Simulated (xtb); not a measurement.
xtb input:

```bash
xtb mol.xyz --gfn 1 --sp --chrg -1 --uhf 0
```
mol.xyz:
```
3

Bi    -0.24924664     0.00000000    -0.00000000
F      1.14930395     0.00000000     1.58850821
F      1.14930395     0.00000000    -1.58850821
```

Task: Predict the final energy.

Result: -12.69022 Eh (GFN1-xTB).
